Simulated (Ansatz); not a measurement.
A nudged elastic band was laid between two geometries of AlF3 + H2 (6 atoms, charge 0, multiplicity 1).

The calculation used RKS PBE-D4/def2-SVP (Ansatz).

* movable images: 5
* climbing image: yes
* spring: 5.0 eV/Å²
* optimiser: quadratic models (default)
* start path: through a guess of the saddle point
* force threshold: 0.05 eV/Å
* iteration limit: 60
* end points: relaxed

Image 0:

```xyz
6
Properties=species:S:1:pos:R:3
Al 0.005 0.093 0.160
F -0.001 0.612 1.745
F 1.440 0.019 -0.675
F -1.432 -0.052 -0.663
H 0.068 -2.046 0.601
H 0.056 -1.709 1.303
```

Image 6:

```xyz
6
Properties=species:S:1:pos:R:3
Al 0.019 -0.499 -0.214
F 0.015 -0.046 1.772
F 1.434 0.258 -0.698
F -1.436 0.183 -0.687
H 0.061 -2.044 0.191
H 0.042 -0.936 2.108
```

**Question.** What changes between the two ends?

**Answer.** Bonds broken: H5–H6. Bonds formed: Al1–H5, F2–H6. AlF3 + H2 becomes AlF3H2.

**Question.** Give the energies along the band, and the barrier.

**Answer.** It converged. The highest image is number 4 of 0 to 6, 1.04 eV above the first end and 0.03 eV above the last; the last end lies 1.01 eV above the first. A vibrational analysis at the climbing image gives one clearly imaginary mode, 343i cm⁻¹: a first-order saddle point. The orbitals stay closed-shell, which can raise the energy where a bond breaks towards radicals; this wasn't checked here.

| image | path coordinate (Å) | energy (eV) | H5–H6 (Å) | Al1–H5 (Å) | F2–H6 (Å) |
| --- | --- | --- | --- | --- | --- |
| 0 | 0.00 | 0.00 | 0.78 | 2.19 | 2.36 |
| 1 | 0.32 | 0.05 | 0.78 | 2.12 | 2.00 |
| 2 | 0.63 | 0.29 | 0.82 | 1.95 | 1.65 |
| 3 | 0.95 | 0.83 | 1.00 | 1.77 | 1.31 |
| 4 | 1.26 | 1.04 | 1.33 | 1.67 | 1.05 |
| 5 | 1.60 | 1.02 | 1.76 | 1.62 | 0.97 |
| 6 | 1.94 | 1.01 | 2.21 | 1.60 | 0.95 |

**Question.** What is the geometry of the highest image?

**Answer.** 
```xyz
6
Properties=species:S:1:pos:R:3
Al 0.017 -0.374 -0.104
F 0.019 -0.046 1.801
F 1.449 0.189 -0.747
F -1.447 0.119 -0.731
H 0.056 -1.887 0.598
H 0.042 -1.084 1.654
```

**Question.** What are the harmonic wavenumbers there?

**Answer.** 343i, 155, 217, 308, 467, 717, 762, 928, 1024, 1125, 1683, 2359 cm⁻¹.

Time of the run: 61 s on 1 thread of Arm Neoverse V1, on a shared host, peak memory 0.12 GiB.
